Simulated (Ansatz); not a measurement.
All values below come from frozen-core CCSD(T)/def2-TZVPP // PBE0-D3(BJ)/def2-TZVP run with Ansatz (an electronic-structure program). The restricted HF reference is unstable towards unrestricted orbitals.

Ansatz 0.2 input:
```yaml
crystal:
  periodic: [false, false, false]
  atoms:
    - { symbol: C, position_ang: [2.300109, 1.082853, 0.089669] }
    - { symbol: Si, position_ang: [1.315901, -0.140919, -0.561497] }
    - { symbol: C, position_ang: [-0.555055, -0.202443, -0.43932] }
    - { symbol: C, position_ang: [-1.106086, 0.98812, 0.337712] }
    - { symbol: C, position_ang: [-1.022361, -1.533243, 0.151963] }
    - { symbol: H, position_ang: [3.37968, 1.055589, -0.004957] }
    - { symbol: H, position_ang: [1.900609, 1.93793, 0.623074] }
    - { symbol: H, position_ang: [1.915939, -1.294298, -1.27748] }
    - { symbol: H, position_ang: [-0.922932, -0.146009, -1.472975] }
    - { symbol: H, position_ang: [-0.747348, 0.982129, 1.370431] }
    - { symbol: H, position_ang: [-2.199419, 0.953888, 0.366762] }
    - { symbol: H, position_ang: [-0.810928, 1.939481, -0.109764] }
    - { symbol: H, position_ang: [-0.696574, -1.637745, 1.190661] }
    - { symbol: H, position_ang: [-0.636554, -2.390681, -0.40528] }
    - { symbol: H, position_ang: [-2.114981, -1.594652, 0.141] }
basis:
  gaussian: { orbitals: def2-TZVPP }
correlation:
  method: ccsd_t
```

Output:

```
Functional definition: HF
1754 factors; integrals over basis functions are off by at most 1.1e-3 eV
mean field evaluation 1: about -12137.2054 eV, gradient 4.4e1 eV
mean field evaluation 2: about -12137.4295 eV, gradient 4.4e1 eV
mean field evaluation 4: about -12142.7039 eV, gradient 4.5e0 eV
mean field evaluation 8: about -12142.7990 eV, gradient 3.8e-1 eV
mean field evaluation 16: about -12142.8004 eV, gradient 1.1e-6 eV
mean field -12142.80036752 eV, -446.2396828205 hartree, gradient 1.1e-6 eV, S^2 0.000000; 0 other end points of the search recorded, 0 dependent functions left out; unrestricted orbitals would lower it
9 core orbitals not correlated
reference -12142.80036752 eV, -446.2396828205 hartree; 15, 15 occupied and 282, 282 virtual orbitals, 1754 factors
second order -22.36250766 eV of doubles, -0.00000000 eV of singles
cycle   1  -23.25065968 eV  change   -8.9e-1 eV  update   1.0e-1
cycle   2  -23.84412138 eV  change   -5.9e-1 eV  update   3.1e-2
cycle   3  -23.94892999 eV  change   -1.0e-1 eV  update   1.4e-2
cycle   4  -23.94254374 eV  change    6.4e-3 eV  update   4.3e-3
cycle   5  -23.94258589 eV  change   -4.2e-5 eV  update   2.0e-3
cycle   6  -23.94263568 eV  change   -5.0e-5 eV  update   6.4e-4
cycle   7  -23.94255249 eV  change    8.3e-5 eV  update   2.5e-4
cycle   8  -23.94261364 eV  change   -6.1e-5 eV  update   8.9e-5
cycle   9  -23.94261487 eV  change   -1.2e-6 eV  update   2.7e-5
perturbative correction -1.02169214 eV, -0.0375464938 hartree
Total energy: -12167.76467453 eV, -447.1571041817 hartree
```

Cost: around 50 core-minutes (rough).
